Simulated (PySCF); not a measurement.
Geometry:
```
atom   x (Å)   y (Å)   z (Å)
  C1  -1.703   1.734  -0.544
 Si2  -0.894   0.112   0.015
  C3  -1.565  -1.393  -0.949
  C4  -1.077  -0.170   1.894
  C5   0.978   0.212  -0.350
  C6   1.889  -0.806  -0.069
  C7   3.208  -0.550  -0.404
  N8   3.562   0.603  -0.960
  N9   2.667   1.504  -1.195
 N10   1.422   1.339  -0.911
 H11  -1.554   1.901  -1.606
 H12  -1.278   2.585  -0.022
 H13  -2.773   1.725  -0.354
 H14  -1.403  -1.282  -2.017
 H15  -2.633  -1.508  -0.790
 H16  -1.088  -2.318  -0.640
 H17  -2.124  -0.236   2.174
 H18  -0.638   0.646   2.460
 H19  -0.595  -1.089   2.215
 H20   1.581  -1.736   0.384
 H21   4.008  -1.259  -0.236
```

PySCF calculation with shieldings: GIAO PBE0/pcSseg-1 and structure optimised with GFN2-xTB; non-relativistic Hamiltonian, rapidly exchanging positions averaged, gas phase, one computed conformer.

References, each an isolated molecule treated in the same way: 13C (σref 186.93) and 1H (σref 31.72) and 29Si (σref 349.16) vs TMS; 15N (σref 267.73) against NH3.

```
                              atoms  nucleus  count  δ (ppm)
                                 N9      15N      1    537.5
                                H21       1H      1        ?
H11/H12/H13/H14/H15/H16/H17/H18/H19       1H      9     0.46
                                Si2     29Si      1     -1.8
                                H20       1H      1     7.37
                                 C6      13C      1        ?
                                 N8      15N      1    436.8
                           C1/C3/C4      13C      3        ?
                                 C5      13C      1    172.1
                                N10      15N      1    454.2
                                 C7      13C      1    151.8
```

Complete the table.

## Answers


- C6: 128.5 ppm, aromatic CH; the aromatic region
- C1/C3/C4: -1.2 ppm, methyl carbon bonded to Si; an electropositive neighbour leaves it electron-rich and shielded
- H21: 9.13 ppm, hydrogen on an aromatic CH next to a ring nitrogen; ring current plus the neighbouring ring nitrogen

Shifts are as computed. Against solution values, carbons near 30 ppm lie about +3 ppm off and those near 130 ppm about +5 ppm. Of 1211 compounds with measured shifts, 218 miss one by over three times the rms of a fit or turn the order of signals round; such compounds aren't used in these exercises. Experimental scales use liquid or dissolved standards, which lie at an offset from isolated NH3 (liquid NH3: subtract about 20 ppm). Unscaled 15N shifts of sp2 nitrogen come out 20 to 40 ppm too high even then.
